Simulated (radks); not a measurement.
Results of a calculation; reference values are marked as such.
Charge is removed step by step from the 3s down level of neutral aluminium, starting from [Ne] 3s(up 1, down 1) 3p1. Level of theory: scalar-relativistic Kohn-Sham, PBEsol, spin-polarised, spherical densities, finite nucleus; open shells are filled with parallel spins first; Fermi nuclear charge, rms radius 3.061 fm (a radial shooting solver on a logarithmic mesh with Libxc functionals).

| removed (e) | E - E(0) (eV) | eigenvalue (eV) |
|---|---|---|
| 0 | 0.000 | -7.249 |
| 0.125 | 0.955 | -8.033 |
| 0.25 | 2.009 | -8.832 |
| 0.375 | 3.163 | -9.642 |
| 0.5 | 4.420 | -10.460 |
| 0.625 | 5.779 | -11.286 |
| 0.75 | 7.242 | -12.127 |
| 0.875 | 8.812 | -13.014 |

The mean slope of the eigenvalue, de/dn, is 6.59 eV per electron.
